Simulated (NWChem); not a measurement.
System: MoH$_{2}$S$_{4}$; SMILES [S]=[Mo]([SH])(=[S])[SH]

```xyz
7

Mo     0.0000     0.0000     0.0642
S      0.5034    -1.6913     1.2417
S     -0.5034     1.6913     1.2417
S      1.8892     0.4091    -1.2261
H      1.4955     1.6655    -1.5980
S     -1.8892    -0.4091    -1.2261
H     -1.4955    -1.6655    -1.5980
```
Atoms are numbered in this order, from 1.

Computed with NWChem. The geometry was optimised at PBE-D3(BJ)/def2-SVP. Not confirmed as a minimum by frequencies. def2 effective core potentials on Mo; no spin-orbit coupling. Total energies compare along this basis series because the functional is fixed.

| level | basis functions | energy (Ha) | highest occupied level (eV) | orbital gap (eV) | dipole (D) | relative time |
|---|---|---|---|---|---|---|
| PBE/def2-SVP | 113 | -1661.2026 | -6.41 | 2.21 | 1.73 | 1 |
| PBE/def2-SVPD | 158 | -1661.2193 | -6.56 | 2.17 | 1.58 | 2 |
| PBE/def2-TZVP | 200 | -1661.7778 | -6.45 | 2.18 | 1.60 | 2 |
| PBE/def2-TZVPD | 242 | -1661.7799 | -6.49 | 2.17 | 1.55 | 5 |
| PBE/def2-TZVPP | 252 | -1661.7814 | -6.46 | 2.18 | 1.61 | 5 |

The last column is a rough cost ratio, cheapest run = 1.
